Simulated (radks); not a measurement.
Task: Species: Tl5+. Configuration: [Xe] 4f14 5d8. Method: Dirac Kohn-Sham, exchange-only PBE, spin-unpolarised, spherical densities, finite nucleus; open shells fill j = l - 1/2 first; Fermi nuclear charge, rms radius 5.4759 fm; computed with a radial shooting solver on a logarithmic mesh with Libxc functionals. Some entries of the table are withheld. Estimate them.

orbital,occ.,eigenvalue (hartree),<1/r> (bohr^-1)
1s1/2,2,-3141.989,(1)
2s1/2,2,-560.9160,24.52
2p1/2,2,-538.7273,(2)
2p3/2,4,-462.8199,(3)
3s1/2,2,-135.6297,8.998
3p1/2,2,(4),8.913
3p3/2,4,(5),7.658
3d3/2,4,-92.04068,7.558
3d5/2,6,-88.43587,7.276
4s1/2,2,-32.05432,3.817
4p1/2,2,-27.71489,(6)
4p3/2,4,-23.61037,(7)
4d3/2,4,-16.51061,3.075
4d5/2,6,-15.74455,2.977
5s1/2,2,-7.07080,1.580
4f5/2,6,(8),2.627
4f7/2,8,(9),2.589
5p1/2,2,-5.60054,1.461
5p3/2,4,-4.83643,1.306
5d3/2,4,(10),1.047
5d5/2,4,(11),1.014

Result: 
(1) 1s1/2 <1/r> (bohr^-1): 99.36
(2) 2p1/2 <1/r> (bohr^-1): 24.49
(3) 2p3/2 <1/r> (bohr^-1): 19.69
(4) 3p1/2 eigenvalue (hartree): -125.5773
(5) 3p3/2 eigenvalue (hartree): -108.7019
(6) 4p1/2 <1/r> (bohr^-1): 3.709
(7) 4p3/2 <1/r> (bohr^-1): 3.274
(8) 4f5/2 eigenvalue (hartree): -6.57733
(9) 4f7/2 eigenvalue (hartree): -6.40797
(10) 5d3/2 eigenvalue (hartree): -2.77277
(11) 5d5/2 eigenvalue (hartree): -2.67694
